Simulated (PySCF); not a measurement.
A series of related molecules.

All values: PBE0/pcSseg-1 (PySCF) at GFN2-xTB geometries, gas phase, one conformer each.

Question: Rank by the lowest IAO charge on any atom, highest value first.
A. `NC[SiH2]CC[SiH3]`
B. `CC(=O)N[SiH2]CC[SiH3]`
C. `[SiH3]CC[SiH2]c1ccccn1`

Answer: C (-0.525 e), A (-0.563 e), B (-0.615 e).

Question: Rank by dipole moment, highest first.
A. `[NH2:1][CH2:2][SiH2:3][CH2:4][CH2:5][SiH3:6]` with H–N1–C2–Si3 59° and -59°, N1–C2–Si3–C4 56°, C2–Si3–C4–C5 59°, Si3–C4–C5–Si6 180°
B. `[SiH3:1][CH2:2][CH2:3][SiH2:4][c:5]1[cH:6][cH:7][n:8][cH:9][cH:10]1` with Si1–C2–C3–Si4 179°, C2–C3–Si4–C5 177°, C3–Si4–C5–C6 167°
C. `[CH3:1][C:2]#[C:3][SiH2:4][CH2:5][CH2:6][SiH3:7]` with C3–Si4–C5–C6 -57°, Si4–C5–C6–Si7 180°
D. `[SiH3:1][CH2:2][CH2:3][SiH2:4][S:5][SiH3:6]` with Si1–C2–C3–Si4 175°, C2–C3–Si4–S5 -54°, C3–Si4–S5–Si6 -55°
E. `[CH2:1]=[C:2]([CH3:3])[SiH2:4][CH2:5][CH2:6][SiH3:7]` with C1–C2–Si4–C5 -9°, C2–Si4–C5–C6 -69°, Si4–C5–C6–Si7 177°
F. `[CH3:1][C:2](=[O:3])[NH:4][SiH2:5][CH2:6][CH2:7][SiH3:8]` with C1–C2–N4–Si5 180°, C2–N4–Si5–C6 178°, N4–Si5–C6–C7 -178°, Si5–C6–C7–Si8 -70°

Answer: F (3.98 D), B (2.11 D), D (1.61 D), C (1.37 D), A (0.85 D), E (0.62 D).

Question: Rank by the lowest Hirshfeld charge on any atom, highest value first.
A. `CC(=O)N[SiH2]CC[SiH3]`
B. `CC#C[SiH2]CC[SiH3]`
C. `[SiH3]CC[SiH2]CN`
D. `CC([SiH2]CC[SiH3])=C`

Answer: D (-0.155 e), B (-0.183 e), C (-0.239 e), A (-0.268 e).

All values together:

```csv
SMILES,formula,μ (D),HOMO (eV),LUMO (eV),lowest IAO charge (e),highest IAO charge (e),lowest Hirshfeld charge (e),highest Hirshfeld charge (e)
NC[SiH2]CC[SiH3],C3H13NSi2,0.85,-6.42,0.47,-0.563 (N),+0.721 (Si),-0.239 (N),+0.326 (Si)
C=C(C)[SiH2]CC[SiH3],C5H14Si2,0.62,-7.55,-0.07,-0.526 (C),+0.744 (Si),-0.155 (C),+0.334 (Si)
CC#C[SiH2]CC[SiH3],C5H12Si2,1.37,-7.50,0.25,-0.526 (C),+0.778 (Si),-0.183 (C),+0.353 (Si)
CC(=O)N[SiH2]CC[SiH3],C4H13NOSi2,3.98,-7.53,0.49,-0.615 (N),+0.890 (Si),-0.268 (O),+0.365 (Si)
[SiH3]CC[SiH2]c1ccncc1,C7H13NSi2,2.11,-7.31,-1.08,-0.527 (C),+0.756 (Si),-0.162 (N),+0.341 (Si)
[SiH3]CC[SiH2]S[SiH3],C2H12SSi3,1.61,-7.28,-0.06,-0.533 (C),+0.692 (Si),-0.180 (S),+0.324 (Si)
CC(=S)[SiH2]CC[SiH3],C4H12SSi2,2.23,-6.22,-2.37,-0.525 (C),+0.745 (Si),-0.156 (C),+0.331 (Si)
[SiH3]CC[SiH2]c1ccccn1,C7H13NSi2,2.38,-7.14,-0.92,-0.525 (C),+0.758 (Si),-0.155 (C),+0.331 (Si)
```

Conformers: `[NH2:1][CH2:2][SiH2:3][CH2:4][CH2:5][SiH3:6]` with H–N1–C2–Si3 59° and -59°, N1–C2–Si3–C4 56°, C2–Si3–C4–C5 59°, Si3–C4–C5–Si6 180°; `[CH2:1]=[C:2]([CH3:3])[SiH2:4][CH2:5][CH2:6][SiH3:7]` with C1–C2–Si4–C5 -9°, C2–Si4–C5–C6 -69°, Si4–C5–C6–Si7 177°; `[CH3:1][C:2]#[C:3][SiH2:4][CH2:5][CH2:6][SiH3:7]` with C3–Si4–C5–C6 -57°, Si4–C5–C6–Si7 180°; `[CH3:1][C:2](=[O:3])[NH:4][SiH2:5][CH2:6][CH2:7][SiH3:8]` with C1–C2–N4–Si5 180°, C2–N4–Si5–C6 178°, N4–Si5–C6–C7 -178°, Si5–C6–C7–Si8 -70°; `[SiH3:1][CH2:2][CH2:3][SiH2:4][c:5]1[cH:6][cH:7][n:8][cH:9][cH:10]1` with Si1–C2–C3–Si4 179°, C2–C3–Si4–C5 177°, C3–Si4–C5–C6 167°; `[SiH3:1][CH2:2][CH2:3][SiH2:4][S:5][SiH3:6]` with Si1–C2–C3–Si4 175°, C2–C3–Si4–S5 -54°, C3–Si4–S5–Si6 -55°; `[CH3:1][C:2](=[S:3])[SiH2:4][CH2:5][CH2:6][SiH3:7]` with C1–C2–Si4–C5 -80°, C2–Si4–C5–C6 -59°, Si4–C5–C6–Si7 180°; `[SiH3:1][CH2:2][CH2:3][SiH2:4][c:5]1[cH:6][cH:7][cH:8][cH:9][n:10]1` with Si1–C2–C3–Si4 178°, C2–C3–Si4–C5 -173°, C3–Si4–C5–C6 -179°.
